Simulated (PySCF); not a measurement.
This script is equivalent to a calculation on Mg³⁺ (magnesium, charge +3).

```python
from pyscf import gto, scf, dft, mp, cc
import basis_set_exchange as bse
mol = gto.M(atom="Mg 0 0 0", charge=3, spin=1, symmetry="D2h",
            basis=gto.basis.parse(bse.get_basis("x2c-TZVPall", elements=["Mg"], fmt="nwchem", header=False)),
            nucmod="G")
mf = scf.UHF(mol).sfx2c1e()
mf.irrep_nelec = {'Ag': (2, 2), 'B1u': (1, 1), 'B2u': (1, 1), 'B3u': (1, 0)}
mf.kernel()
```

Task: What total energy does it give?

Result: -196.23931 hartree (calculated).

Task: Which occupied shell lies highest, and where?

Result: 2p β, at -110.64 eV.

Task: What is ⟨S²⟩, and what would a pure spin state give?

Result: 0.751, against 0.75.
